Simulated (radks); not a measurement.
The chromium ion Cr+ inside a hard spherical wall (all orbitals vanish at R), configuration held at [Ar] 3d5 and not refilled when levels cross. All-electron calculation, non-relativistic Kohn-Sham, r2SCAN, spin-polarised, spherical densities, point nucleus; open shells are filled with parallel spins first; meta-GGA in the generalised Kohn-Sham scheme. Program: a radial shooting solver on a logarithmic mesh with Libxc functionals. Eigenvalues in eV for spin up, with the zero of energy where the potential of the charges vanishes at infinity; a dash marks a level that is unbound or too diffuse for the functional's potential to be trusted. A positive occupied level is held by the wall or, in an anion where self-interaction has pushed it up, behind a barrier. The pressure on the wall is -dE/dV.

[
 {"R (bohr)": "free", "E (hartree)": "-1044.17652", "kinetic (hartree)": "1043.322", "e(2p)": "-570.43", "e(3s)": "-83.496", "e(3p)": "-54.969", "e(3d)": "-11.070", "e(4s, empty)": "-9.860", "e(4p, empty)": "-5.728", "pressure (GPa)": "0"},
 {"R (bohr)": "15", "E (hartree)": "-1044.17652", "kinetic (hartree)": "1043.322", "e(2p)": "-570.43", "e(3s)": "-83.496", "e(3p)": "-54.969", "e(3d)": "-11.070", "e(4s, empty)": "-9.860", "e(4p, empty)": "-5.727", "pressure (GPa)": "< 0.0001"},
 {"R (bohr)": "12", "E (hartree)": "-1044.17652", "kinetic (hartree)": "1043.322", "e(2p)": "-570.43", "e(3s)": "-83.496", "e(3p)": "-54.969", "e(3d)": "-11.070", "e(4s, empty)": "-9.860", "e(4p, empty)": "-5.724", "pressure (GPa)": "< 0.0001"},
 {"R (bohr)": "8", "E (hartree)": "-1044.17640", "kinetic (hartree)": "1043.323", "e(2p)": "-570.41", "e(3s)": "-83.482", "e(3p)": "-54.956", "e(3d)": "-11.058", "e(4s, empty)": "-9.826", "e(4p, empty)": "-5.540", "pressure (GPa)": "0.00684"},
 {"R (bohr)": "7", "E (hartree)": "-1044.17594", "kinetic (hartree)": "1043.328", "e(2p)": "-570.37", "e(3s)": "-83.441", "e(3p)": "-54.916", "e(3d)": "-11.021", "e(4s, empty)": "-9.732", "e(4p, empty)": "-5.247", "pressure (GPa)": "0.0433"},
 {"R (bohr)": "6", "E (hartree)": "-1044.17376", "kinetic (hartree)": "1043.345", "e(2p)": "-570.20", "e(3s)": "-83.296", "e(3p)": "-54.774", "e(3d)": "-10.888", "e(4s, empty)": "-9.400", "e(4p, empty)": "-4.500", "pressure (GPa)": "0.279"},
 {"R (bohr)": "3", "E (hartree)": "-1043.83330", "kinetic (hartree)": "1044.888", "e(2p)": "-561.85", "e(3s)": "-77.011", "e(3p)": "-48.667", "e(3d)": "-4.008", "e(4s, empty)": "10.593", "e(4p, empty)": "21.734", "pressure (GPa)": "166"},
 {"R (bohr)": "2.5", "E (hartree)": "-1043.23567", "kinetic (hartree)": "1047.523", "e(2p)": "-553.51", "e(3s)": "-71.487", "e(3p)": "-43.038", "e(3d)": "2.980", "e(4s, empty)": "33.297", "e(4p, empty)": "47.411", "pressure (GPa)": "772"}
]
